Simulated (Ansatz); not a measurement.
Total energies of `C[OH+][AlH-]([CH3])[CH3]`.

Cartesian coordinates in Å:
```
C -0.692 -2.184 -0.100
O -0.318 -1.061 0.706
Al 0.793 0.410 -0.083
C 0.862 1.582 1.501
C -0.335 0.989 -1.599
H -1.467 -1.907 -0.816
H 0.208 -2.484 -0.633
H -1.030 -2.999 0.540
H -1.064 -0.746 1.226
H 2.068 -0.494 -0.454
H -0.127 1.939 1.813
H 1.453 2.480 1.291
H 1.327 1.097 2.366
H -0.476 0.210 -2.356
H 0.128 1.837 -2.117
H -1.329 1.329 -1.285
```

The species carries charge 0 and has multiplicity 1. All single points use the PBE0-D4/def2-TZVP geometry. It is one conformer, not always the lowest. Basis def2-TZVPP, the Gaussian-basis code of Ansatz.

RPA on PBE orbitals: Hartree–Fock energy of these orbitals -436.83729 Eh, correlation -1.50131 Eh (frozen core).

```json
{"functional": "LDA (SPW92)", "energy without D4 (Eh)": "-435.91935", "D4 term (kJ/mol)": "–"}
{"functional": "PBE", "energy without D4 (Eh)": "-438.28982", "D4 term (kJ/mol)": "-27.6"}
{"functional": "r2SCAN", "energy without D4 (Eh)": "-438.55102", "D4 term (kJ/mol)": "-7.5"}
{"functional": "B97M-V", "energy without D4 (Eh)": "-438.62021", "D4 term (kJ/mol)": "–"}
{"functional": "B3LYP", "energy without D4 (Eh)": "-438.73279", "D4 term (kJ/mol)": "-43.6"}
{"functional": "BHLYP", "energy without D4 (Eh)": "-438.57915", "D4 term (kJ/mol)": "-32.8"}
{"functional": "CAM-B3LYP", "energy without D4 (Eh)": "-438.60422", "D4 term (kJ/mol)": "-23.9"}
{"functional": "LC-ωPBE", "energy without D4 (Eh)": "-438.50290", "D4 term (kJ/mol)": "–"}
{"functional": "ωB97M-V", "energy without D4 (Eh)": "-438.56823", "D4 term (kJ/mol)": "–"}
{"functional": "PBE-QIDH", "energy without D4 (Eh)": "-438.23330", "D4 term (kJ/mol)": "–"}
```

**Question.** Give the same for revPBE, BLYP, PBE0, r2SCANh, r2SCAN0, HSE06 (plane-wave form), ωB97X-V, B2PLYP. (Best estimate.)

**Answer.** The calculation gave: 
```tsv
functional	energy without D4 (Eh)	D4 term (kJ/mol)
revPBE	-438.57142	-83.1
BLYP	-438.59934	-59.2
PBE0	-438.34282	-23.5
r2SCANh	-438.54115	-7.8
r2SCAN0	-438.52735	-8.6
HSE06 (plane-wave form)	-438.32494	-22.0
ωB97X-V	-438.59592	–
B2PLYP	-438.40653	–
```

B3LYP takes the VWN-RPA correlation (the form of Gaussian; ORCA's B3LYP/G). HSE06 is the plane-wave form, built on full-range PBE exchange. The double hybrids freeze the cores in their second-order part.

LC-ωPBE has ω = 0.4 bohr⁻¹.
